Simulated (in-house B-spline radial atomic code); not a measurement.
# V II (V+): [Ar] 3d4

Level of theory: Dirac-Kohn-Sham HSE06, spherical fractional occupations, exact exchange averaged over the configuration, Fermi nucleus of rms radius 3.6002 fm; calculated with a B-spline radial code for spherical atoms.

Screening seen three ways: the hydrogenic charge with the same mean radius, Z_r = [3n² - l(l+1)]/(2<r>), the one with the same energy, Z_e = n√(-2ε), and Slater's rules. Values are occupation-weighted means over j.

```json
{"shell": "1s", "electrons": "2", "ε (eV)": "-5406.2", "<r> (bohr)": "0.06642", "Z_r": "22.58", "Z_e": "19.93", "Slater": "22.70"}
{"shell": "2s", "electrons": "2", "ε (eV)": "-618.28", "<r> (bohr)": "0.3074", "Z_r": "19.52", "Z_e": "13.48", "Slater": "18.85"}
{"shell": "2p", "electrons": "6", "ε (eV)": "-515.78", "<r> (bohr)": "0.2737", "Z_r": "18.27", "Z_e": "12.31", "Slater": "18.85"}
{"shell": "3s", "electrons": "2", "ε (eV)": "-77.252", "<r> (bohr)": "0.9558", "Z_r": "14.12", "Z_e": "7.15", "Slater": "11.75"}
{"shell": "3p", "electrons": "6", "ε (eV)": "-49.689", "<r> (bohr)": "1.031", "Z_r": "12.13", "Z_e": "5.73", "Slater": "11.75"}
{"shell": "3d", "electrons": "4", "ε (eV)": "-10.136", "<r> (bohr)": "1.529", "Z_r": "6.87", "Z_e": "2.59", "Slater": "3.95"}
```

The least bound orbital is 3d5/2 at -10.11 eV, and it is also the most diffuse (<r> = 1.531 bohr).

Spin-orbit splittings of the orbital energies (j = l + 1/2 above j = l - 1/2 when positive): 2p 7.141 eV, 3p 0.8273 eV, 3d 0.05733 eV.

For the 1s electron the small component carries 0.68 % of the norm, the zero-frequency Breit interaction raises the level by 5.646 eV, self-energy by 2.708 eV, and vacuum polarisation lowers it by 0.2156 eV.

The density falls to 0.001 bohr⁻³ at 3.641 bohr; Σ<r²> = 23.004 bohr² gives, by the non-relativistic formula and without the paramagnetism of open shells, a Langevin diamagnetic susceptibility of -18.22×10⁻⁶ cm³/mol.
